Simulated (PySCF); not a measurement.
Compound: C5H6ClF2O (doublet state).
Structure used (GFN2-xTB), in Å, numbered top down from 1:
```xyz
15
C5H6ClF2O angstrom
F     -0.0794    2.0283    0.5881
C      0.4408    1.2624   -0.4397
O     -0.5471    0.8491   -1.2743
C     -1.4982   -0.0695   -0.6752
C     -0.8224   -1.2094   -0.0276
C      0.2704   -0.8754    0.9139
C      1.2247    0.0979    0.2038
F      1.8880   -0.5531   -0.7960
Cl     2.4587    0.7411    1.3182
H      1.1146    1.9112   -1.0154
H     -2.0892    0.5078    0.0546
H     -2.1399   -0.3725   -1.5009
H     -0.9379   -2.2080   -0.4028
H     -0.1121   -0.3458    1.7953
H      0.8246   -1.7562    1.2364
```

The hyperfine couplings belong to this conformer and change with its torsions.

The species is `F[C@@H]1OC[CH]C[C@]1(F)Cl` [radical].

Theory: PySCF, UKS B3LYP, pcH-1 on C Cl F H O, non-relativistic, mean-field spin-orbit, GIAO. Geometry: GFN2-xTB, one conformer, isolated molecule. Couplings are sensitive to structure, and on GFN2-xTB geometries they can be far from those on DFT ones. No stability test was run, so a lower SCF solution isn't excluded.

Largest spin populations (Mulliken): C5 (+1.01), C6 (-0.08) and C4 (-0.06). C5 is the only atom above +0.15. The angles at C5 add up to 358.2°, so it is nearly planar; its axial dipolar tensor and the negative coupling of its proton fit spin in a p orbital normal to that plane.

Q: McConnell's relation a(H) = Q·ρ ties the coupling of a proton on a planar π carbon to the spin population of that carbon. What Q do the computed values give?

A: 
```json
{"H": "H13", "C": "C5", "ρ(C)": "+1.009", "a(H) (G)": "-20.37", "a/ρ (G)": "-20.2"}
```

One proton gives one ratio, Q = -20.2 G, and no test of linearity. In every row coupling and population have opposite signs.

Q: How do the β-proton couplings of this frozen conformer go with θ, the angle between the C–H bond and the normal to the plane of the spin centre's three neighbours, both seen down the bond from centre to carbon?

A: 
| β H | on | centre | θ (°) | cos²θ | a (G) |
| --- | --- | --- | --- | --- | --- |
| H11 | C4 | C5 | 28 | 0.78 | +29.04 |
| H12 | C4 | C5 | 84 | 0.01 | +2.15 |
| H14 | C6 | C5 | 30 | 0.74 | +36.30 |
| H15 | C6 | C5 | 88 | 0.00 | +1.04 |

Fitting the Heller–McConnell form a = ρ(B0 + B2 cos²θ), with Mulliken ρ = 1.01, gives B0 = 1.5 G and B2 = 40.3 G, with a largest miss of 4.6 G.

Couplings in gauss use g_iso = 2.0029.

Time: 2.2 min wall (grids of density and orbitals included); peak memory 0.97 GiB. Hardware: one thread, Arm Neoverse V1 (aarch64), no GPU, shared host with 32 logical CPUs at a one-minute load of 41.
